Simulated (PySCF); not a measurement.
Compound: C4H3O3S2 (charge -1).
Geometry (GFN2-xTB, Å), atoms numbered from 1 in this order:
```
atom  x, y, z in Å
O1     2.460    1.627    0.029
S2     2.191    0.206    0.214
O3     2.493   -0.299    1.548
O4     2.645   -0.646   -0.876
C5     0.391    0.102    0.119
C6    -0.391   -0.592   -0.741
C7    -1.775   -0.420   -0.495
C8    -2.007    0.409    0.556
S9    -0.530    0.986    1.253
H10    0.027   -1.202   -1.522
H11   -2.552   -0.891   -1.074
H12   -2.951    0.719    0.963
```

Probes without a nucleus sit at each ring's centroid and 1 Å off its mean plane on both sides; NICS is minus the shielding there, NICSzz its component along the normal. Level: GIAO PBE0/pcSseg-1 (PySCF, non-relativistic, gas phase) on the GFN2-xTB geometry, one conformer.

Ring bond lengths (Å), with Mayer bond orders in brackets: C5–C6 1.354 (1.57), C6–C7 1.416 (1.24), C7–C8 1.359 (1.57), C8–S9 1.732 (1.16), S9–C5 1.707 (1.15).

Task: What do the NICS probes read (ppm)?

Result: 
```csv
ring,type,NICS(0),"NICS(1), two faces","NICS(1)zz, two faces",rms pucker (Å),"centre to ring atoms, mean (Å)"
C5–C6–C7–C8–S9,5-membered ring with S; formal bonds all aromatic,-12.6,-11.0 / -11.0,-25.2 / -25.2,0.00,1.28
```

Task: What do they say, and how far can they be read as aromaticity?

Result: 
- C5–C6–C7–C8–S9: mean NICS(1)zz -25.2 ppm, shielded. The ring is flat and has no four-coordinate atom; by the NICS criterion it is aromatic.

Task: What does the geometric index give? HOMA = 1 − mean of α(R − Ropt)² over the ring bonds, with Krygowski's 1993 parameters (CC: Ropt 1.388 Å, α 257.7 Å⁻²; CS: Ropt 1.677 Å, α 94.09 Å⁻²).

Result: 
- C5–C6–C7–C8–S9: HOMA 0.78; the largest term is that of C5–C6, α(R − Ropt)² = 0.29. The geometric and the magnetic index point the same way.

Task: At the first NICS(1) probe listed for ring C5–C6–C7–C8–S9, 1 Å off the ring, what do the in-plane components average?

Result: The isotropic value is a third of the trace: (3 × -11.0 − (-25.2))/2 = -3.9 ppm.

Task: What are the shieldings of the ring atoms and their hydrogens in the same run (means over atoms taken as equivalent)?

Result: 
| atoms | environment | σ isotropic (ppm) | principal values of the symmetric part, first atom (ppm) |
| --- | --- | --- | --- |
| C5 | substituted aromatic carbon | 12.3 | -52.3, -14.6, 103.9 |
| C6 | aromatic CH carbon | 63.3 | -5.9, 48.7, 147.2 |
| C7 | aromatic CH carbon | 61.1 | -22.2, 54.5, 151.2 |
| C8 | aromatic CH next to a ring sulfur | 57.7 | -35.1, 68.9, 139.4 |
| S9 | thiophene-type sulfur | 281.1 | 141.8, 288.4, 413.0 |
| H10 | aromatic hydrogen | 24.66 | 21.1, 25.2, 27.7 |
| H11 | aromatic hydrogen | 25.19 | 22.4, 24.8, 28.3 |
| H12 | aromatic hydrogen | 25.15 | 22.5, 25.3, 27.6 |
